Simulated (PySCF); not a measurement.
# RbH at RHF-MP2

Computed with RHF-MP2; PySCF, scalar-relativistic core potentials, basis sets Rb def2-TZVP with ECP28, H def2-TZVP.

| Property | Result |
| --- | --- |
| state | ¹Σ⁺ (singlet), closed shell |
| bond length | 2.417 Å |
| harmonic wavenumber | 934 cm⁻¹ |
| force constant | 0.512 mdyn/Å |
| rotational constant Be | 2.896 cm⁻¹ |
| anharmonicity ωexe | 15.3 cm⁻¹ |
| vibration–rotation constant αe | 0.0747 cm⁻¹ |
| well depth De to Rb + H | 1.17 eV |
| dissociation energy D0 | 1.11 eV |

Correlated steps freeze no core orbitals. Where the molecule has an RHF reference, its open-shell atoms are computed with UHF.
